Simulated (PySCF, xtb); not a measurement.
B(Me)(OMe)(NH2) (C2H8BNO), SMILES O(B(N)C)C.

GFN2-xTB (xtb) at its own geometry gives an orbital gap of 7.03 eV and a dipole moment of 2.42 D.

Geometry: PBE-D3(BJ)/def2-SVP. The values are those of a single conformer.

### Question
What does ωB97X/def2-TZVP in PySCF give? (Estimate from the structure and the level; the computed values follow.)

### Answer
gap 12.82 eV (levels -10.11 and 2.71 eV), dipole 2.20 D.
